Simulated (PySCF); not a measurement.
# What a mistake does to a calculation on Al2GeH5N

Calculated results; nothing here was measured. The program is PySCF 2.14.0, an open-source quantum chemistry code, run on an isolated molecule that a program drew, which may never have been made. The molecule is Al2GeH5N (charge 0, singlet), drawn as the SMILES string `[Al][N]([AlH2])[GeH3]`.

Each row is a Hartree-Fock (HF) and frozen-core CCSD(T) single point in the cc-pV(D+d)Z basis, meant for a local HF minimum. Run 1 is clean. Each other run has one planted mistake out of seven kinds, and not every kind appears here: one electron removed, one electron added, multiplicity raised by two, geometry at a saddle point, minimal basis STO-3G, one bond length entered in bohr, all coordinates scaled. The reference is restricted for singlets and unrestricted otherwise, and also for a bond in bohr. Adding or removing an electron swaps singlet and doublet. Electrons count all cores. HOMO and LUMO are orbital energies over both spins, the gradient is its largest component, and the lowest frequency (negative if imaginary) is given only where the gradient is small. Bond lengths are over the 8 bonds as drawn. T1 is the CCSD diagnostic: over 0.02 (restricted) or 0.045 (unrestricted) a single reference is doubtful. Germanium has the cc-pVDZ-PP basis, with a core potential (ECP10MDF) in place of its 10 inner electrons, and its 3s, 3p and 3d shells are frozen in CCSD(T).

Geometry of the clean run:
```xyz
9
Al2GeH5N, angstrom
Al   -1.6710    2.1919   -0.8915
N    -0.5885    0.9932   -0.0534
Al   -0.6923   -0.7583   -0.4184
Ge    0.6467    1.5964    1.2041
H    -1.7538   -1.2296   -1.4911
H     0.2561   -1.7826    0.3192
H     2.0743    1.2485    0.7687
H     0.3685    0.9733    2.5763
H     0.5176    3.1237    1.3147
```

| run | electrons | basis functions | <S^2> | HOMO (eV) | LUMO (eV) | gradient (hartree/bohr) | lowest frequency (cm^-1) | mean bond (Å) | longest bond (Å) | T1 | HF (hartree) | CCSD(T) (hartree) | mistake |
|---|---|---|---|---|---|---|---|---|---|---|---|---|---|
| 1 | 70 | 108 | 0.000 | -8.17 | 1.52 | 1.8e-05 | 87 | 1.6546 | 1.863 | 0.0155 | -834.62511 | -835.07439 | no fault |
| 2 | 71 | 108 | 0.775 | 0.38 | 5.29 | 2.9e-02 | - | 1.6546 | 1.863 | 0.0209 | -834.58966 | -835.05158 | one electron added |
| 3 | 70 | 108 | 1.021 | -7.70 | 0.62 | 2.0e-02 | - | 1.8539 | 3.387 | 0.0617 | -834.47979 | -834.91420 | one bond length entered in bohr |
| 4 | 70 | 108 | 2.004 | -6.04 | 0.00 | 6.0e-03 | - | 1.6546 | 1.863 | 0.0184 | -834.55430 | -834.97514 | ? |
| 5 | 69 | 108 | 0.760 | -15.36 | -6.47 | 3.7e-02 | - | 1.6546 | 1.863 | 0.0210 | -834.35747 | -834.77383 | ? |

**Which mistake was planted in run 4, and what did it cost?**

Electrons, basis and geometry are unchanged, and <S^2> is 2.004, beside S(S+1) = 2.00 for a multiplicity of 3. So the mistake is: multiplicity raised by two. Subtracting run 1 and multiplying by 627.51 kcal/mol a hartree, the energy moved by 44.4 kcal/mol in HF and 62.3 kcal/mol in CCSD(T).

**Which mistake was planted in run 5, and what did it cost?**

It counts 69 electrons, one fewer than the clean run, at the same geometry and basis. So the mistake is: one electron removed. Subtracting run 1 and multiplying by 627.51 kcal/mol a hartree, the energy moved by 167.9 kcal/mol in HF and 188.6 kcal/mol in CCSD(T).

Cautions from the logs. Run 2: the HOMO is above zero, so the electron isn't bound and the energy depends on the basis; run 3: T1 is over the limit, so its CCSD(T) energy is less reliable.
